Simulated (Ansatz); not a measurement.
`C=NCN[SiH3]`, relaxed with RKS PBE-D4/def2-SVP in Ansatz from a rough embedded geometry. The force threshold is 0.03 eV/Å; the program also tests the step.

Charge 0, multiplicity 1.

Start:

```xyz
13

C     2.246   -0.358   -0.751
N     1.155    0.242   -0.720
C     0.085   -0.658   -0.441
N    -1.193   -0.014   -0.330
Si   -1.676    0.836    1.110
H     3.222    0.264   -0.968
H     2.452   -1.437   -0.603
H     0.268   -1.339    0.423
H    -0.029   -1.405   -1.257
H    -1.145    0.736   -1.015
H    -0.722    1.928    1.451
H    -1.686   -0.199    2.223
H    -2.977    1.403    0.877
```

(1) How much energy does the relaxation release, and in how many steps? (Best estimate.)

(2) Which bonds change most? (Estimate.)

(3) Give the relaxed structure. (An estimate is asked.)

Answers

(1) Ansatz gave: 0.57 eV, in 19 steps, 2 of them rejected.

(2) The calculation gave: C1–H6 from 1.177 to 1.109 Å; Si5–H13 from 1.439 to 1.504 Å; N2–C3 from 1.425 to 1.463 Å; C1–N2 from 1.245 to 1.274 Å.

(3) The calculation gave: 
```xyz
13

C     2.196   -0.224   -0.452
N     1.123    0.011   -1.099
C    -0.061   -0.781   -0.767
N    -1.206    0.037   -0.439
Si   -1.374    0.823    1.121
H     3.109    0.366   -0.668
H     2.280   -1.008    0.345
H     0.130   -1.484    0.085
H    -0.290   -1.405   -1.661
H    -1.551    0.567   -1.246
H    -0.403    1.942    1.433
H    -1.188   -0.237    2.173
H    -2.764    1.393    1.175
```
